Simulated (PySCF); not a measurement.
ClH₃OSiTe, SMILES Cl[Te]O[SiH3]. Atoms are numbered in the order given.

```xyz
7

Te     0.3913    -0.0091     0.7784
Cl     0.8329     1.8061    -0.7192
O     -0.3486    -1.3222    -0.5183
Si    -1.7924    -1.1611    -1.3737
H     -2.8768    -0.6633    -0.4777
H     -2.1218    -2.5192    -1.8822
H     -1.6263    -0.2181    -2.5137
```
Charge 0, spin multiplicity 1.

Coordinates come from a B3LYP-D3(BJ)/def2-SVP optimisation. The structure was generated by enumeration, and PubChem lists no compound with its InChIKey, so it may never have been made. The def2 effective core potentials stand for the cores of Te; spin–orbit coupling is left out. One conformer was computed; it need not be the lowest.

Computed with r2SCAN/def2-TZVP (PySCF).

ESP charges are fitted to the potential on shells at 1.4 to 2.0 van der Waals radii. Atomic charges (e):

| atom | ESP fit | Mulliken |
|---|---|---|
| Te1 | [?] | 0.50 |
| Cl2 | -0.16 | -0.26 |
| O3 | [?] | -0.53 |
| Si4 | 0.38 | 0.40 |
| H5 | [?] | -0.04 |
| H6 | [?] | -0.04 |
| H7 | [?] | -0.03 |

Task: Complete the blanks. (An estimate is asked for; the answer gives what the named calculation found.)

Result: 
- Te1, ESP fit: 0.29
- O3, ESP fit: -0.31
- H5, ESP fit: -0.10
- H6, ESP fit: -0.04
- H7, ESP fit: -0.06

Computed Mayer and Wiberg (Löwdin basis) orders of the bonds:
| bond | Mayer | Wiberg |
|---|---|---|
| Te1–Cl2 | 1.05 | 1.53 |
| Te1–O3 | 0.95 | 1.36 |
| O3–Si4 | 1.05 | 1.61 |
| Si4–H5 | 0.94 | 0.97 |
| Si4–H6 | 0.94 | 0.96 |
| Si4–H7 | 0.94 | 0.97 |
